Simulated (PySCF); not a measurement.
**Gas-phase thermal properties of As2**

Energies from PySCF (xtb for GFN2), thermal terms from the rigid-rotor harmonic-oscillator model, ideal gas at 1 bar. 6-31G* has spherical d functions here. All species are closed-shell singlets. B3LYP is the form with VWN-RPA correlation. As: all electrons, no relativistic terms. The harmonic model lacks anharmonicity and excited electronic states, which grow with temperature; levels with a mode under 35 cm⁻¹ are left out.

```tsv
level	point group	σ	ZPE (kJ/mol)	S°298 (J/mol/K)	Cp298 (J/mol/K)	S°1000 (J/mol/K)	H1000 − H298 (kJ/mol)
B3LYP/6-31G*	D∞h	2	2.7	240.7	34.8	284.7	25.6
GFN2-xTB	D∞h	2	3.0	239.9	34.3	283.6	25.5
HF/6-31G*	D∞h	2	3.1	239.5	34.2	283.1	25.5
PBE/def2-SVP	D∞h	2	2.6	240.9	34.9	284.9	25.7
PBE0/def2-TZVP	D∞h	2	2.8	240.2	34.6	284.1	25.6
```
σ: rotational symmetry number. Electronic degeneracy used: 1. Frequencies are unscaled.
